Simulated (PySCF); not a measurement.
**Ge: electron affinity**

Ge⁻ [Ar] 3d10 4s2 4p3 (4S) → Ge [Ar] 3d10 4s2 4p2 (3P), as a difference of total energies. Computed with PySCF 2.14 in aug-cc-pwCVDZ-PP with ECP10MDF (6s5p4d1f, 48 functions), with a scalar-relativistic core potential. Correlated levels: valence and next inner shell: nothing frozen outside the core potential. The calculations carry no spin-orbit coupling.

```csv
method,electron affinity (eV),difference from reference (eV)
UHF,0.843,-0.390
MP2 (valence and next inner shell),1.253,+0.020
SCS-MP2 (valence and next inner shell),1.087,-0.146
CCSD (valence and next inner shell),1.198,-0.035
CCSD(T) (valence and next inner shell),1.226,-0.007
```

Reference: 1.233 eV (measured; photodetachment measurements, as compiled on the Wikipedia data page of electron affinities).

The reference lies between the lowest fine-structure levels, while these numbers refer to the centres of the terms.

Errors of the correlated levels include the incompleteness of this basis.
